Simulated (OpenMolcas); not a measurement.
## Cr³⁺: effect of the IPEA shift

```json
{
  "Program": "OpenMolcas 26.06",
  "Basis": "ANO-RCC-VTZP [6s5p3d2f1g]",
  "Scalar Hamiltonian": "DKH2, point nucleus",
  "Active space": "9 electrons in 8 orbitals (RAS1 3p, at most 2 holes; RAS2 3d)",
  "State averaging": "2S+1 = 4 even, 10 roots; 2S+1 = 2 even, 40 roots",
  "Spin-orbit coupling": "RASSI with atomic mean-field integrals over the reference wave functions, term energies averaged over their components"
}
```

Methods on the same reference wave functions:
A. RASSCF
B. MS-RASPT2, IPEA 0 Eh, imaginary shift 0.1 Eh (closed shells correlated: 3s)
C. MS-RASPT2, IPEA 0.25 Eh, imaginary shift 0.1 Eh (closed shells correlated: 3s)

Energies in cm⁻¹ above 3d³ ⁴F_3/2, the measured ground level; measured values from Sugar and Corliss, J. Phys. Chem. Ref. Data 6, 317 (1977).

```tsv
Level	A	B	C	Measured
3d³ ⁴F_3/2	0.0	0.0	0.0	0.0
3d³ ⁴F_5/2	257	258	258	236
3d³ ⁴F_7/2	608	609	609	556
3d³ ⁴F_9/2	1046	1045	1045	946
3d³ ⁴P_1/2	16726	14410	14650	14059
3d³ ⁴P_3/2	16833	14510	14760	14177
3d³ ⁴P_5/2	17144	14820	15070	14471
3d³ ²G_7/2	18258	14910	15420	15052
3d³ ²G_9/2	18634	15280	15790	15402
3d³ ²P_1/2	21590	19430	19900	19519
3d³ ²P_3/2	21698	19450	19930	
3d³ ²D_3/2(1)	23482	20870	21380	20650
3d³ ²D_5/2(1)	23750	21010	21540	20664
3d³ ²H_9/2	25516	21100	21500	21066
3d³ ²H_11/2	25804	21390	21780	21321
3d³ ²F_7/2	40604	34840	35320	34363
3d³ ²F_5/2	40764	35000	35480	34556
3d³ ²D_5/2(2)	60146	54280	54650	52975
3d³ ²D_3/2(2)	60366	54460	54840	53142
```

Deviations, from unrounded energies. A percentage is the sum of absolute deviations over the sum of measured energies, with the sign that they share, or ± where signs differ.

| Against measurement | Levels | A | B | C |
| --- | --- | --- | --- | --- |
| mean absolute deviation (cm-1) | 17 | 3400 | 340 | 640 |
| fine structure of the ground term (%) | 3 | +10.0 | +10.1 | +10.0 |
| other terms of the ground configuration (%) | 14 | +16.6 | ±1.6 | +3.0 |

B lies closest to measurement on these levels and A furthest from it. The largest miss of B in the table is 3d³ ²D_3/2(2), by +1300 cm-1. The ranking rests on the paired levels alone, and a cruder setting can come out closer through cancelling errors.

Between B and C the level of the table that moves most is 3d³ ²D_5/2(1), by 530 cm-1 (lowest in B, highest in C). Moves below CASPT2's spread within the term are not significant.

The mean deviations of B to C differ by less than CASPT2's widest spread within a term (1400 cm-1), so their order carries little weight.

From A to B the spin-free energies of the other terms of 3d³ shown, above ⁴F, scale by factors of 0.81 to 0.90, as is usual when dynamic correlation screens the repulsion within a d or f shell.

The lowest spin-free term lies below A's lowest term by 0.280 hartree in B, 0.275 hartree in C.

CASPT2 breaks the degeneracy within a term, and the mean is taken; among the terms shown or strongly mixed into the levels shown the widest spread is 1400 cm-1 (3d³ ⁴F, C). Active for correlation alone: 3p; no level in the range computed is led by a configuration that opens it, so any true level of that kind is missing. Without dynamic correlation excited terms often stand tens of per cent too high (terms of higher spin than the ground term too low), and those without a measured partner can miss by more than the paired ones (holds for A). The CASPT2 spread within a term exceeds the gap to the next term for 3d³ ²D(1) and 3d³ ²H, so the order of their levels is uncertain (holds for B; C). Computed and measured levels are paired by configuration, term and J; levels that our copy of the source lacks, or whose pairing is in doubt (as where it misses far off the trend of its configuration), stay unpaired and out of the deviations. Only configurations of the active space appear.

A number in round brackets counts repeated terms of one configuration in the order of the reference energies.
